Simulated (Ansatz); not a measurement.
Start from `[SiH3][N]1[CH2][AlH]1` and change one atom or group to get `FC[N]1[CH2][AlH]1`.

Ansatz, PBE0-D4/def2-TZVP geometries, multiplicity 1. Each molecule was computed in one conformer, which needn't be the lowest.

```tsv
property	`[SiH3][N]1[CH2][AlH]1`
LUMO energy (ωB97M-V/def2-TZVPP) / eV	0.46
HOMO energy (PBE/def2-TZVPP) / eV	-5.63
HOMO–LUMO gap (B3LYP/def2-TZVPP) / eV	5.30
HOMO–LUMO gap (PBE0/def2-TZVPP) / eV	5.73
size of the dipole moment (B3LYP/def2-TZVPP) / D	2.33
HOMO energy (ωB97M-V/def2-TZVPP) / eV	-9.09
```

Problem. What does the change do to each property? (Best estimate.)

Solution. The calculation gave: 
```json
{"property": "LUMO energy (ωB97M-V/def2-TZVPP) / eV", "`FC[N]1[CH2][AlH]1`": "0.46", "shift": "0.00"}
{"property": "HOMO energy (PBE/def2-TZVPP) / eV", "`FC[N]1[CH2][AlH]1`": "-5.64", "shift": "-0.01"}
{"property": "HOMO–LUMO gap (B3LYP/def2-TZVPP) / eV", "`FC[N]1[CH2][AlH]1`": "5.32", "shift": "0.02"}
{"property": "HOMO–LUMO gap (PBE0/def2-TZVPP) / eV", "`FC[N]1[CH2][AlH]1`": "5.75", "shift": "0.02"}
{"property": "size of the dipole moment (B3LYP/def2-TZVPP) / D", "`FC[N]1[CH2][AlH]1`": "2.87", "shift": "0.54"}
{"property": "HOMO energy (ωB97M-V/def2-TZVPP) / eV", "`FC[N]1[CH2][AlH]1`": "-9.15", "shift": "-0.06"}
```

Dipoles are sizes alone; their direction can turn.

B3LYP here is the variant with VWN-RPA as its local correlation; programs differ in this.
